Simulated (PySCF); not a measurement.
C2H5O, SMILES [CH2]CO, multiplicity 2.

Geometry: PBE0-D3(BJ)/def2-TZVP. The isomer is the one that the SMILES or the coordinates give; other isomers of the formula were not compared. One conformer was computed; it need not be the lowest.

All values below come from TDA-PBE/def2-SVPD in PySCF 2.14.0.

Vertical excitations. The molecule is in vacuum.

Computed excitation energies, oscillator strengths and character:
```json
[
 {"state": "root 1", "energy (eV)": "3.57", "λ (nm)": "347", "f": "0.009", "main pairs": "β HOMO→LUMO 99 %"},
 {"state": "root 2", "energy (eV)": "5.03", "λ (nm)": "247", "f": "0.032", "main pairs": "α HOMO→LUMO 97 %"},
 {"state": "root 3", "energy (eV)": "5.07", "λ (nm)": "245", "f": "0.002", "main pairs": "β HOMO−1→LUMO 97 %"},
 {"state": "root 4", "energy (eV)": "5.75", "λ (nm)": "215", "f": "0.002", "main pairs": "α HOMO→LUMO+1 99 %"},
 {"state": "root 5", "energy (eV)": "5.97", "λ (nm)": "208", "f": "0.019", "main pairs": "α HOMO→LUMO+2 99 %"},
 {"state": "root 6", "energy (eV)": "6.44", "λ (nm)": "193", "f": "0.002", "main pairs": "α HOMO−1→LUMO 17 %, β HOMO−2→LUMO 65 %, β HOMO→LUMO+1 13 %"},
 {"state": "root 7", "energy (eV)": "6.47", "λ (nm)": "192", "f": "0.001", "main pairs": "α HOMO−1→LUMO 33 %, β HOMO→LUMO+1 35 %, β HOMO−2→LUMO 30 %"},
 {"state": "root 8", "energy (eV)": "6.69", "λ (nm)": "185", "f": "0.028", "main pairs": "α HOMO→LUMO+3 88 %"},
 {"state": "root 9", "energy (eV)": "6.70", "λ (nm)": "185", "f": "0.002", "main pairs": "α HOMO−1→LUMO 44 %, α HOMO→LUMO+3 8 %, β HOMO→LUMO+1 47 %"},
 {"state": "root 10", "energy (eV)": "7.22", "λ (nm)": "172", "f": "0.005", "main pairs": "α HOMO→LUMO+4 82 %, β HOMO→LUMO+2 9 %"}
]
```
Unrestricted roots are not spin-pure.
